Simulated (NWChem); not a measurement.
System: C₄H₄ClF; SMILES C(/C(=C/Cl)F)=C

The following NWChem deck was run.

```
start job
memory heap 200 mb stack 900 mb global 1100 mb
geometry units angstroms noautosym nocenter noautoz
  C      0.003674     2.916887     0.000000
  C     -0.682165     1.752328     0.000000
  C     -0.053418     0.443109     0.000000
  F      1.290427     0.433386     0.000000
  C     -0.739157    -0.729575     0.000000
  Cl     0.030074    -2.268756     0.000000
  H      1.103870     2.925404     0.000000
  H     -0.519321     3.883839     0.000000
  H     -1.784286     1.747757     0.000000
  H     -1.837469    -0.738314     0.000000
end
basis spherical
  * library def2-svp
end
dft
  xc b3lyp
  iterations 150
  mulliken
end
task dft energy
esp
  recalculate
  probe 0.07
  range 0.3
  factor 1.0
  spacing 0.02
end
task esp
```

Excerpt of the output:

```
             Northwest Computational Chemistry Package (NWChem) 7.3.0
             --------------------------------------------------------

                             Geometry "geometry" -> ""
                             -------------------------

 Output coordinates in angstroms (scale by  1.889725989 to convert to a.u.)

  No.       Tag          Charge          X              Y              Z
 ---- ---------------- ---------- -------------- -------------- --------------
    1 C                    6.0000     0.00367400     2.91688700     0.00000000
    2 C                    6.0000    -0.68216500     1.75232800     0.00000000
    3 C                    6.0000    -0.05341800     0.44310900     0.00000000
    4 F                    9.0000     1.29042700     0.43338600     0.00000000
    5 C                    6.0000    -0.73915700    -0.72957500     0.00000000
    6 Cl                  17.0000     0.03007400    -2.26875600     0.00000000
    7 H                    1.0000     1.10387000     2.92540400     0.00000000
    8 H                    1.0000    -0.51932100     3.88383900     0.00000000
    9 H                    1.0000    -1.78428600     1.74775700     0.00000000
   10 H                    1.0000    -1.83746900    -0.73831400     0.00000000

 Effective nuclear repulsion energy (a.u.)     261.1079108448

                                 NWChem DFT Module
                                 -----------------

 Summary of "ao basis" -> "ao basis" (spherical)
 ------------------------------------------------------------------------------
       Tag                 Description            Shells   Functions and Types
 ---------------- ------------------------------  ------  ---------------------
 C                          def2-svp                 6       14   3s2p1d
 F                          def2-svp                 6       14   3s2p1d
 Cl                         def2-svp                 8       18   4s3p1d
 H                          def2-svp                 3        5   2s1p

            General Information
            -------------------
          SCF calculation type: DFT
          Wavefunction type:  closed shell.
          No. of atoms     :    10
          No. of electrons :    54
           Alpha electrons :    27
            Beta electrons :    27
          Charge           :     0
          Spin multiplicity:     1
          Use of symmetry is: off; symmetry adaption is: off
          Maximum number of iterations: 150
          AO basis - number of functions:   108
                     number of shells:    50
          Convergence on energy requested:  1.00D-06
          Convergence on density requested:  1.00D-05
          Convergence on gradient requested:  5.00D-04

              XC Information
              --------------
                         B3LYP Method XC Potential
                     Hartree-Fock (Exact) Exchange  0.200
                        Slater Exchange Functional  0.800 local
                    Becke 1988 Exchange Functional  0.720 non-local
              Lee-Yang-Parr Correlation Functional  0.810
                  VWN I RPA Correlation Functional  0.190 local

             Grid Information
             ----------------
          Grid used for XC integration:  medium
          Radial quadrature: Mura-Knowles
          Angular quadrature: Lebedev.
          Tag              B.-S. Rad. Rad. Pts. Rad. Cut. Ang. Pts.
          ---              ---------- --------- --------- ---------
          C                   0.70       49          12.0       434
          F                   0.50       49          10.0       434
          Cl                  1.00       88          14.0       590
          H                   0.35       45          13.0       434
          Grid pruning is: on
          Number of quadrature shells:   513
          Spatial weights used:  Erf1

      Superposition of Atomic Density Guess
      -------------------------------------

 Sum of atomic energies:        -711.11238872

      Non-variational initial energy
      ------------------------------

 Total energy =    -713.952842
 1-e energy   =   -1496.941546
 2-e energy   =     521.880793
 HOMO         =      -0.231282
 LUMO         =      -0.026750

     ---------------------------------------------
      Total Density - Mulliken Population Analysis
     ---------------------------------------------

    Atom       Charge   Shell Charges
 -----------   ------   -------------------------------------------------------
    1 C    6     6.24   1.99  0.97  0.28  1.99  0.99  0.02
    2 C    6     6.16   1.99  0.97  0.27  1.95  0.95  0.04
    3 C    6     5.48   1.99  0.93  0.17  1.67  0.64  0.07
    4 F    9     9.38   1.99  1.14  0.77  3.43  2.04  0.01
    5 C    6     5.98   1.99  0.95  0.26  1.78  0.95  0.04
    6 Cl  17    17.18   2.00  1.99  1.22  0.71  5.94  2.11  3.18  0.03
    7 H    1     0.90   0.67  0.21  0.03
    8 H    1     0.89   0.66  0.20  0.03
    9 H    1     0.90   0.66  0.21  0.02
   10 H    1     0.89   0.66  0.20  0.02

   convergence    iter        energy       DeltaE   RMS-Dens  Diis-err
 ---------------- ----- ----------------- --------- --------- ---------
 d= 0,ls=0.0,diis     1   -714.4122779433 -9.76D+02  1.39D-02  7.88D-01
 d= 0,ls=0.0,diis     2   -714.3603769724  5.19D-02  9.63D-03  1.26D+00
 d= 0,ls=0.0,diis     3   -714.4907814225 -1.30D-01  2.90D-03  1.19D-01
 d= 0,ls=0.0,diis     4   -714.5016531162 -1.09D-02  1.24D-03  2.48D-02
 d= 0,ls=0.0,diis     5   -714.5048890169 -3.24D-03  3.09D-04  1.45D-03
  Resetting Diis
 d= 0,ls=0.0,diis     6   -714.5050621830 -1.73D-04  8.56D-05  1.04D-04
 d= 0,ls=0.0,diis     7   -714.5050736467 -1.15D-05  5.80D-05  1.34D-05
 d= 0,ls=0.0,diis     8   -714.5050702963  3.35D-06  3.68D-05  3.96D-05
 d= 0,ls=0.0,diis     9   -714.5050753237 -5.03D-06  5.64D-06  3.11D-07
 d= 0,ls=0.0,diis    10   -714.5050753635 -3.98D-08  1.02D-06  1.13D-08

         Total DFT energy =     -714.505075363496
      One electron energy =    -1500.398099467026
           Coulomb energy =      586.602828391873
    Exchange-Corr. energy =      -61.817715133107
 Nuclear repulsion energy =      261.107910844765

 Numeric. integr. density =       54.000000233906

                       DFT Final Molecular Orbital Analysis
                       ------------------------------------

 Vector   25  Occ=2.000000D+00  E=-3.174764D-01
              MO Center= -1.9D-01,  1.1D+00,  6.5D-10, r^2= 4.3D+00
   Bfn.  Coefficient  Atom+Function         Bfn.  Coefficient  Atom+Function
  ----- ------------  ---------------      ----- ------------  ---------------
    20      0.370282   2 C  pz                6      0.286794   1 C  pz
    83     -0.283266   6 Cl pz               23      0.248257   2 C  pz
    48      0.208559   4 F  pz               80     -0.207030   6 Cl pz
    34      0.198185   3 C  pz                9      0.165826   1 C  pz
    51     -0.155551   4 F  pz               77     -0.119928   6 Cl pz

 Vector   26  Occ=2.000000D+00  E=-3.149113D-01
              MO Center= -7.2D-02, -2.1D+00, -9.4D-10, r^2= 1.6D+00
   Bfn.  Coefficient  Atom+Function         Bfn.  Coefficient  Atom+Function
  ----- ------------  ---------------      ----- ------------  ---------------
    81      0.562527   6 Cl px               78      0.430675   6 Cl px
    82      0.280354   6 Cl py               75      0.247624   6 Cl px
    79      0.199326   6 Cl py               31     -0.155065   3 C  s
   104      0.148402  10 H  s                76      0.115272   6 Cl py
    33      0.113062   3 C  py               60     -0.112904   5 C  px

 Vector   27  Occ=2.000000D+00  E=-2.362425D-01
              MO Center= -2.1D-01,  2.5D-01, -1.8D-10, r^2= 4.8D+00
   Bfn.  Coefficient  Atom+Function         Bfn.  Coefficient  Atom+Function
  ----- ------------  ---------------      ----- ------------  ---------------
    83     -0.356693   6 Cl pz               62      0.342196   5 C  pz
     6     -0.289532   1 C  pz               34      0.286527   3 C  pz
    65      0.254370   5 C  pz                9     -0.235925   1 C  pz
    80     -0.233758   6 Cl pz               20     -0.165321   2 C  pz
    37      0.160904   3 C  pz               48      0.153605   4 F  pz

 Vector   28  Occ=0.000000D+00  E=-5.158323D-02
              MO Center= -3.2D-01,  1.1D+00, -1.3D-09, r^2= 4.3D+00
   Bfn.  Coefficient  Atom+Function         Bfn.  Coefficient  Atom+Function
  ----- ------------  ---------------      ----- ------------  ---------------
     9      0.462509   1 C  pz               65      0.405690   5 C  pz
     6      0.368842   1 C  pz               62      0.365734   5 C  pz
    23     -0.324300   2 C  pz               20     -0.266159   2 C  pz
    34     -0.265732   3 C  pz               37     -0.253826   3 C  pz
    83     -0.202979   6 Cl pz               80     -0.109702   6 Cl pz

 Vector   29  Occ=0.000000D+00  E= 4.528689D-02
              MO Center= -3.0D-01, -4.0D-01, -1.5D-09, r^2= 5.4D+00
   Bfn.  Coefficient  Atom+Function         Bfn.  Coefficient  Atom+Function
  ----- ------------  ---------------      ----- ------------  ---------------
     3      0.900132   1 C  s                82      0.698093   6 Cl py
    64      0.620290   5 C  py               74      0.563328   6 Cl s
    95     -0.548342   8 H  s                31     -0.475360   3 C  s
   100     -0.446502   9 H  s                63     -0.345718   5 C  px
    61      0.335717   5 C  py               59     -0.318577   5 C  s

 Vector   30  Occ=0.000000D+00  E= 5.490209D-02
              MO Center= -1.8D+00,  3.4D-01, -1.2D-09, r^2= 5.3D+00
   Bfn.  Coefficient  Atom+Function         Bfn.  Coefficient  Atom+Function
  ----- ------------  ---------------      ----- ------------  ---------------
   105     -1.274285  10 H  s                59      1.172355   5 C  s
   100     -1.174515   9 H  s                17      0.882402   2 C  s
    21     -0.535516   2 C  px               63     -0.451706   5 C  px
    95     -0.451953   8 H  s                58      0.285242   5 C  s
    82     -0.285733   6 Cl py               74     -0.251365   6 Cl s

     ---------------------------------------------
      Total Density - Mulliken Population Analysis
     ---------------------------------------------

    Atom       Charge   Shell Charges
 -----------   ------   -------------------------------------------------------
    1 C    6     6.02   1.99  0.91  0.23  2.05  0.82  0.03
    2 C    6     6.07   1.99  0.92  0.25  2.09  0.78  0.03
    3 C    6     5.71   1.99  0.93  0.12  2.02  0.56  0.08
    4 F    9     9.19   1.99  1.14  0.77  3.35  1.93  0.01
    5 C    6     6.09   1.99  0.93  0.23  2.05  0.84  0.04
    6 Cl  17    17.07   2.00  1.98  1.27  0.68  5.93  2.17  2.99  0.04
    7 H    1     0.96   0.74  0.20  0.02
    8 H    1     0.96   0.74  0.20  0.02
    9 H    1     0.99   0.75  0.22  0.02
   10 H    1     0.95   0.74  0.19  0.02

     -------------------------------------------
      Total Density - Lowdin Population Analysis
     -------------------------------------------

    Atom       Charge   Shell Charges
 -----------   ------   -------------------------------------------------------
    1 C    6     6.03   1.97  0.61  0.32  1.84  1.23  0.07
    2 C    6     6.05   1.97  0.61  0.30  1.90  1.19  0.09
    3 C    6     5.94   1.96  0.62  0.28  1.84  1.05  0.19
    4 F    9     9.06   1.98  1.02  0.73  3.22  2.10  0.01
    5 C    6     6.18   1.97  0.64  0.33  1.88  1.27  0.10
    6 Cl  17    16.86   2.00  1.96  1.04  0.76  5.82  2.27  2.97  0.05
    7 H    1     0.97   0.63  0.27  0.07
    8 H    1     0.97   0.63  0.27  0.07
    9 H    1     0.96   0.63  0.27  0.07
   10 H    1     0.97   0.63  0.27  0.07

     Multipole analysis of the density
     ---------------------------------

     L   x y z        total         alpha         beta         nuclear
     -   - - -        -----         -----         ----         -------
     0   0 0 0     -0.000000    -27.000000    -27.000000     54.000000

     1   1 0 0     -0.642181     -0.568171     -0.568171      0.494161
     1   0 1 0      0.502433      0.773913      0.773913     -1.045393
     1   0 0 1     -0.000000     -0.000000     -0.000000      0.000000

     2   2 0 0    -28.914046    -66.483500    -66.483500    104.052955
     2   1 1 0     -0.275053      1.095497      1.095497     -2.466047
     2   1 0 1     -0.000000     -0.000000     -0.000000      0.000000
     2   0 2 0    -28.677247   -354.090989   -354.090989    679.504731
     2   0 1 1      0.000000      0.000000      0.000000      0.000000
     2   0 0 2    -32.011020    -16.005510    -16.005510      0.000000

                     NWChem Electrostatic Potential Fit Module
                     -----------------------------------------

 Atom parameters

 Number of atoms is                                   10
 Number of basis functions is                        108

 Grid parameters

 Maximum number of grid points is                  39949
 Number of grid points is                          39948
 Grid range                                     0.300000 nm
 Grid spacing                                   0.020000 nm
 Probe radius                                   0.070000 nm
 Atom radius factor                             1.000000

 Atomic radii

    1    0.100000
    6    0.147000
    9    0.128000
   17    0.169000
 FASTESP  F
  using M.O. file = ./job.movecs

    Atom              Coordinates                           Charge

                                                  ESP

    1 C     0.000367    0.291689    0.000000   -0.205386
    2 C    -0.068217    0.175233    0.000000   -0.228295
    3 C    -0.005342    0.044311    0.000000    0.384611
    4 F     0.129043    0.043339    0.000000   -0.174264
    5 C    -0.073916   -0.072958    0.000000   -0.261804
    6 Cl    0.003007   -0.226876    0.000000   -0.047492
    7 H     0.110387    0.292540    0.000000    0.125247
    8 H    -0.051932    0.388384    0.000000    0.113297
    9 H    -0.178429    0.174776    0.000000    0.129795
   10 H    -0.183747   -0.073831    0.000000    0.164290
                                            ------------
                                                0.000000

 Dipole moment                                  0.882585

 Quadrupole moment Qxx                          3.250971
                   Qyy                         -2.394533
                   Qzz                         -0.856438

 RMS deviation kJ/mol                           0.071992

 RRMS %                                        41.626569
```

Level: B3LYP/def2-SVP. All runs use the structure optimised with PBE-D3(BJ)/def2-SVP.
